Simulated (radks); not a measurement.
The numbers below are computed, except where a source is named.
Fractional charge and spin in the 5p shell of barium: the spin-up occupation runs from 2 to 3 and the spin-down occupation from 2 to 3; the fullest corner is Ba, [Kr] 4d10 5s2 6s2 5p(up 3, down 3). Level of theory: scalar-relativistic Kohn-Sham, PBEsol, spin-polarised, spherical densities, finite nucleus; Fermi nuclear charge, rms radius of each element as measured or else 0.836 A^(1/3) + 0.57 fm (a radial shooting solver on a logarithmic mesh with Libxc functionals). Energy (eV) above the fullest corner. The planes named below are the two flat planes that join the four corners, with an edge along up + down = one added electron.

| down \ up | 2 | 2.5 | 3 |
|---|---|---|---|
| 2 | 56.478 | 38.537 | 23.096 |
| 2.5 | 38.537 | 23.295 | 10.431 |
| 3 | 23.096 | 10.431 | 0.000 |

Corners above the fullest one (they belong to Ba+ and the next ion): (up 3, down 2) 23.096 eV, (up 2, down 3) 23.096 eV, (up 2, down 2) 56.478 eV. With half an added electron in each spin the energy lies 0.198 eV from the planes, and with half an added electron in spin up alone -1.250 eV. The planes are only a guide here: the flat-plane condition holds for ground states with one frontier orbital, while this shell lies below other occupied shells, so the corners above the fullest one are inner-hole states and not the ground states of those ions.
